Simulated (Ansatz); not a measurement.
`F[Si]([SiH3])(Cl)Br` + H₂ → `F[SiH]([SiH3])Cl` + HBr at 400 K and 1 bar (hydrogenolysis of the Si–Br bond).

Program: Ansatz. Geometries: PBE0-D4/def2-TZVP. ΔE: electronic, gas phase. CCSD(T)/CBS adds triple-zeta CCSD(T) − MP2 to the extrapolated MP2 energy (def2 sets, frozen cores). This one scheme is used for every species. For Br outer-core shells are correlated without core-valence functions, which leaves a few kJ/mol of doubt a bond. Scalar relativity is left out up to krypton.

```
              species  CCSD(T)/CBS energy (Eh)  H − E (kJ/mol)  S (J/(mol·K))
`F[Si]([SiH3])(Cl)Br`              -3713.01520           118.5          421.9
                   H₂                 -1.17544            38.0          139.0
   `F[SiH]([SiH3])Cl`              -1140.23962           131.5          375.5
                  HBr              -2573.91920            27.6          207.2
```

H − E and S are ideal-gas, rigid-rotor, harmonic terms from PBE0-D4/def2-TZVP, for one conformer and one mirror image of each species. For small species the MP2-based limit differs from directly extrapolated CCSD(T) by up to some mEh (0.8 for H₂); such offsets cancel only in part. 1 Eh = 2625.50 kJ/mol, R = 8.31446 J/(mol·K).

Task: By hand: ΔE, ΔH, ΔS and ΔG.

Result: ΔE = (-1140.23962) + (-2573.91920) − (-3713.01520) − (-1.17544) = 0.03182 Eh = 83.5 kJ/mol. Δ(H − E) = 131.5 + 27.6 − 118.5 − 38.0 = 2.6, so ΔH = 86.1 kJ/mol. ΔS = 375.5 + 207.2 − 421.9 − 139.0 = 21.8 J/(mol·K). ΔG = 86.1 − 400 × (21.8)/1000 = 77.4 kJ/mol.

Task: By hand: the equilibrium constant, and the temperature at which ΔG would vanish if ΔH and ΔS stayed fixed.

Result: log₁₀ K = −ΔG/(RT ln 10) = -10.1. ΔG = 0 at ΔH/ΔS = 3950 K, far beyond where these terms or the molecules hold.

ΔH outweighs TΔS. A doubt of 5 kJ/mol in ΔE shifts log₁₀ K by 0.7 here. Other conformers and mirror images would add mixing entropy, several J/(mol·K) or more a flexible species. These are equilibria of isolated gas molecules and say nothing of rates. Largest T1 diagnostic: 0.012 (customary marks: 0.02 for closed shells, 0.045 for open ones).
